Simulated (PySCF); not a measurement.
Ligand exchange on a metal centre used in film growth or etching (Mo F-NH2). All species are isolated molecules in the gas phase. One relaxed conformer stands for each flexible species; it need not be the lowest.

Calculation: B3LYP-D3(BJ)/def2-TZVP // BP86-D3(BJ)/def2-SVP (PySCF 2.14.0). B3LYP has the VWN-RPA correlation part, as in Gaussian. 

```tsv
species	mean distance from the central atom to its bonded neighbours (Å)	LUMO (eV)	charge on the central atom (Mulliken) (e)	HOMO (eV)
0 of 6 F replaced by NH2	1.843	-6.24	2.10	-12.51
1 of 6 F replaced by NH2 ([Mo(F)5(NH2)])	1.874	-5.41	1.93	-9.35
2 of 6 F replaced by NH2 ([Mo(F)4(NH2)2])	1.902	-4.47	1.85	-8.66
3 of 6 F replaced by NH2 ([Mo(F)3(NH2)3])	1.929	-3.40	1.79	-7.79
4 of 6 F replaced by NH2	1.955	-3.05	1.78	-6.73
5 of 6 F replaced by NH2 ([Mo(F)(NH2)5])	1.980	-2.56	1.82	-6.29
```
